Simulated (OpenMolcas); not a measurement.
## Ar V: effect of the active space

```json
{
 "Program": "OpenMolcas",
 "Method": "CASSCF",
 "Basis": "ANO-RCC-VDZP",
 "Scalar Hamiltonian": "DKH2, point nucleus",
 "Spin-orbit coupling": "state interaction with AMFI integrals over the reference wave functions, term energies averaged over their components"
}
```

A. 2 electrons in 3 orbitals (3p); 2S+1 = 3 even, 3 roots; 2S+1 = 1 even, 6 roots; cost about 1.5 core-seconds
B. 4 electrons in 4 orbitals (3s 3p); 2S+1 = 3 even, 6 roots; 2S+1 = 1 even, 11 roots; 2S+1 = 5 odd, 1 root; 2S+1 = 3 odd, 9 roots; 2S+1 = 1 odd, 8 roots; cost roughly 9 core-seconds

Energies in eV above 3s2 3p2 3P0, the measured ground level; measured values from Saloman, J. Phys. Chem. Ref. Data 39, 033101 (2010).

```
      Level       A       B  Measured
3s2 3p2 3P0  0.0000  0.0000    0.0000
3s2 3p2 3P1  0.0873  0.0871    0.0946
3s2 3p2 3P2  0.2392  0.2342    0.2515
3s2 3p2 1D2  2.4177  2.4151    2.0208
3s2 3p2 1S0  5.7710  4.4329    4.7005
```

Deviations, from unrounded energies. A percentage is the sum of absolute deviations over the sum of measured energies, with the sign that they share, or ± where signs differ.

```tsv
Against measurement	Levels	A	B
mean absolute deviation (cm-1)	4	3000	1400
fine structure of the ground term (%)	2	-5.7	-7.2
other terms of the ground configuration (%)	2	+21.8	±9.8
```

B lies closest to measurement on these levels. The largest miss of B in the table is 3s2 3p2 1D2, by +3200 cm-1. The ranking rests on the paired levels alone, and a cruder setting can come out closer through cancelling errors.

Between A and B the level of the table that moves most is 3s2 3p2 1S0, by 11000 cm-1 (lowest in B, highest in A).

The basis is small and was not contracted for so high a charge. With the s shell closed, the reference lacks s² → p² mixing (holds for A). Computed and measured levels are paired by configuration, term and J; levels that our copy of the source lacks, or whose pairing is in doubt (as where it misses far off the trend of its configuration), stay unpaired and out of the deviations. Levels of configurations outside the active space are missing. Levels that lie high or do not pair safely by name in every column are left out.
